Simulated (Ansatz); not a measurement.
Geometry optimisation, RKS PBE0-D4/def2-SVP in Ansatz.

The input (input.yaml):

```yaml
crystal:
  periodic: [false, false, false]
  atoms:
    - { symbol: C, position_ang: [-0.0134, -1.743, -0.9455] }
    - { symbol: C, position_ang: [0.3713, -0.7365, 0.1431] }
    - { symbol: S, position_ang: [-0.6254, -1.0917, 1.652] }
    - { symbol: Si, position_ang: [0.2675, 1.095, -0.276] }
    - { symbol: "N", position_ang: [0.7094, 2.1169, 0.9542] }
    - { symbol: F, position_ang: [-1.3623, 1.4346, -0.4656] }
    - { symbol: H, position_ang: [0.1181, -2.7386, -0.652] }
    - { symbol: H, position_ang: [-1.0794, -1.555, -1.232] }
    - { symbol: H, position_ang: [0.5288, -1.5199, -1.8275] }
    - { symbol: H, position_ang: [1.428, -0.9307, 0.405] }
    - { symbol: H, position_ang: [-1.8116, -0.7847, 1.1874] }
    - { symbol: H, position_ang: [0.9463, 1.4688, -1.4822] }
    - { symbol: H, position_ang: [1.45378, 2.77977, 0.57937] }
    - { symbol: H, position_ang: [1.24245, 1.584, 1.69482] }
basis:
  gaussian: { orbitals: def2-SVP }
hamiltonian:
  xc: pbe0
  dispersion: d4
relax:
  f_tol: 0.015
  max_steps: 40
```

Run as:

```bash
$ ansatz run input.yaml --threads 2 --pin off --max-ram 3072MiB --backend cpu --events-out ev --progress --plain --runs-dir out
```

Problem. Where does it end, and by what steps?

Solution. The forces met the threshold. After 11 steps the energy has fallen by 0.757 eV; H14 moved furthest, 0.50 Å.

```tsv
step	energy less start (eV)	largest force component (eV/Å)	accepted
0	0.0000	3.801	yes
1	-0.4960	1.788	yes
2	-0.6151	0.528	yes
3	-0.6659	0.524	yes
4	-0.7023	0.452	yes
5	-0.7235	0.236	yes
6	-0.7393	0.595	yes
7	-0.5432	3.521	no
8	-0.7543	0.103	yes
9	-0.7563	0.028	yes
10	-0.7563	0.043	no
11	-0.7566	0.011	yes
```

```xyz
14
Properties=species:S:1:pos:R:3
C -0.086 -1.726 -0.993
C 0.432 -0.786 0.085
S -0.403 -1.021 1.704
Si 0.321 1.042 -0.337
N 0.998 1.954 0.932
F -1.284 1.294 -0.572
H -0.030 -2.776 -0.668
H -1.136 -1.502 -1.237
H 0.502 -1.617 -1.919
H 1.489 -1.008 0.315
H -1.603 -0.532 1.316
H 0.969 1.427 -1.619
H 1.217 2.938 0.838
H 0.789 1.690 1.889
```

Whether the end is a true minimum wasn't checked by a vibrational analysis.

Time of the run: 71 s on 2 threads of Arm Neoverse V1 (shared host), peak memory 0.35 GiB.
